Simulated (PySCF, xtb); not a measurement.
C4H7O, SMILES [CH2]C(=O)CC, multiplicity 2. One conformer was computed; it need not be the lowest.

Harmonic wavenumbers (cm⁻¹) from GFN2-xTB (xtb) at its own minimum, in rising order: 72, 197, 223, 317, 414, 475, 513, 711, 824, 834, 972, 1031, 1055, 1078, 1209, 1241, 1293, 1384, 1406, 1468, 1492, 1498, 1569, 2981, 3010, 3031, 3034, 3044, 3107, 3159.

### Question
What does PBE0-D3(BJ)/def2-SVP (PySCF 2.14.0) give at its own minimum? (Estimate from the structure and the level; the computed values follow.)

### Answer
64, 210, 252, 365, 410, 498, 598, 711, 791, 810, 968, 1031, 1062, 1111, 1213, 1261, 1374, 1398, 1431, 1452, 1461, 1470, 1681, 3048, 3070, 3091, 3168, 3168, 3169, 3300. Paired by order, the mean absolute difference is 43 cm⁻¹ and the zero-point energies are 61.0 and 62.4 kcal/mol.
